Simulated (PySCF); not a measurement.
Field gradients from PBE0/pcSseg-1 densities (PySCF, non-relativistic) at GFN2-xTB geometries, isolated species, one conformer each; χzz is the principal value of largest magnitude, with Q(14N) = 0.02044 b. GFN2-xTB bond lengths can be off by several hundredths of an ångström, more for odd bonds, and the gradients follow them. With so small a basis the couplings can be 20 % off.

(1) These 14N couplings (χzz in MHz, η) are listed in rising order: (-6.298, 0.20); (-5.950, 0.11); (-5.362, 0.34); (-5.150, 0.32); (-4.655, 0.02); (-4.285, 0.31). Assign them to: N5 (C=N nitrogen) in `[CH2:1]=[CH:2]/[C:3]([CH3:4])=[N:5]\[NH:6][CH3:7]`; N8 (pyridine-type nitrogen) in `[CH:1]#[C:2][c:3]1[c:4]([CH2:5][CH3:6])[cH:7][n:8][n:9][c:10]1[SiH3:11]`; the nitrile nitrogen of `CCP(CCC#N)C(F)(F)F`; N9 (pyridine-type nitrogen) in `[CH3:1][n:2]1[n:3][c:4]([Cl:5])[c:6]([C:7]#[N:8])[n:9]1`; the silicon-bound nitrogen of `C=CC[C@H](F)[SiH2]N(C)C`; N2 (pyrrole-type nitrogen) in `[CH3:1][n:2]1[n:3][cH:4][c:5]2[cH:6][c:7]([SiH3:8])[cH:9][cH:10][c:11]12`.

## Answers

(1) -6.298 MHz, η 0.20: N8 (pyridine-type nitrogen) in `[CH:1]#[C:2][c:3]1[c:4]([CH2:5][CH3:6])[cH:7][n:8][n:9][c:10]1[SiH3:11]`; -5.950 MHz, η 0.11: N5 (C=N nitrogen) in `[CH2:1]=[CH:2]/[C:3]([CH3:4])=[N:5]\[NH:6][CH3:7]`; -5.362 MHz, η 0.34: the silicon-bound nitrogen of `C=CC[C@H](F)[SiH2]N(C)C`; -5.150 MHz, η 0.32: N9 (pyridine-type nitrogen) in `[CH3:1][n:2]1[n:3][c:4]([Cl:5])[c:6]([C:7]#[N:8])[n:9]1`; -4.655 MHz, η 0.02: the nitrile nitrogen of `CCP(CCC#N)C(F)(F)F`; -4.285 MHz, η 0.31: N2 (pyrrole-type nitrogen) in `[CH3:1][n:2]1[n:3][cH:4][c:5]2[cH:6][c:7]([SiH3:8])[cH:9][cH:10][c:11]12`.

All sites together:

```tsv
nucleus	site	Vzz (au)	η	χzz (MHz)
14N	N5 (C=N nitrogen) in [CH2:1]=[CH:2]/[C:3]([CH3:4])=[N:5]\[NH:6][CH3:7]	-1.239	0.11	-5.950
14N	N8 (pyridine-type nitrogen) in [CH:1]#[C:2][c:3]1[c:4]([CH2:5][CH3:6])[cH:7][n:8][n:9][c:10]1[SiH3:11]	-1.311	0.20	-6.298
14N	the nitrile nitrogen of CCP(CCC#N)C(F)(F)F	-0.969	0.02	-4.655
14N	N9 (pyridine-type nitrogen) in [CH3:1][n:2]1[n:3][c:4]([Cl:5])[c:6]([C:7]#[N:8])[n:9]1	-1.072	0.32	-5.150
14N	the silicon-bound nitrogen of C=CC[C@H](F)[SiH2]N(C)C	-1.116	0.34	-5.362
14N	N2 (pyrrole-type nitrogen) in [CH3:1][n:2]1[n:3][cH:4][c:5]2[cH:6][c:7]([SiH3:8])[cH:9][cH:10][c:11]12	-0.892	0.31	-4.285
```
